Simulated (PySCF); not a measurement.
Compound: C4H3F3O2.
Atom-mapped SMILES: `[O:1]=[C:2]1[CH2:3][O:4][C@@H:5]1[C:6]([F:7])([F:8])[F:9]`

Cartesian coordinates in Å at the GFN2-xTB level; atoms count from 1:
```
atom  x, y, z in Å
O1     0.6730    0.8563    1.9761
C2     0.7042    0.3163    0.9215
C3     1.6342    0.2237   -0.2627
O4     0.7376   -0.6991   -0.8990
C5    -0.2214   -0.6323    0.1496
C6    -1.5420   -0.0029   -0.3014
F7    -1.3539    1.1875   -0.8786
F8    -2.1908   -0.7688   -1.1814
F9    -2.3636    0.1837    0.7369
H10    2.6159   -0.2142   -0.0669
H11    1.7465    1.1522   -0.8295
H12   -0.4385   -1.6030    0.6093
```

Definitions: NICS(0) = −σiso at the ring centroid; NICS(1) = −σiso and NICS(1)zz = −σzz at ±1 Å along the ring normal z. Level: GIAO PBE0/pcSseg-1 (PySCF, non-relativistic, gas phase) on the GFN2-xTB geometry, one conformer.

Ring bond lengths (Å), with Mayer bond orders in brackets: C2–C3 1.509 (0.96), C3–O4 1.435 (0.92), O4–C5 1.422 (0.95), C5–C2 1.534 (0.90).

Problem. What do the NICS probes read (ppm)?

Solution. 
```tsv
ring	type	NICS(0)	NICS(1), two faces	NICS(1)zz, two faces	rms pucker (Å)	centre to ring atoms, mean (Å)
C2–C3–O4–C5	4-membered ring with O; formal bonds all single	6.0	0.6 / 0.4	0.0 / -0.5	0.01	1.04
```

Problem. What can be read from them?

Solution. 
- C2–C3–O4–C5: mean NICS(1)zz -0.2 ppm, near zero. C3, C5 have four or more neighbours, and the NICS criterion for π rings isn't applied. NICS(0) lies 5 ppm above the mean NICS(1).

Problem. Give the inner angles of the rings and the Hirshfeld charges of the ring atoms.

Solution. 
- C2–C3–O4–C5: C2 86.5° (+0.164 e), C3 90.1° (+0.003 e), O4 93.7° (-0.158 e), C5 89.6° (+0.007 e); sum 359.9° against 360° for a flat convex ring.

Problem. How shielded are the nuclei of the rings and their hydrogens (means over atoms taken as equivalent)?

Solution. 
```tsv
atoms	environment	σ isotropic (ppm)
C2	ketone carbonyl carbon	-14.0
C3	sp3 carbon bound to oxygen	90.7
O4	cyclic ether oxygen	324.6
C5	sp3 carbon bound to oxygen	84.0
H10	methylene hydrogen	26.07
H11	methylene hydrogen	25.92
H12	methine hydrogen	26.20
```
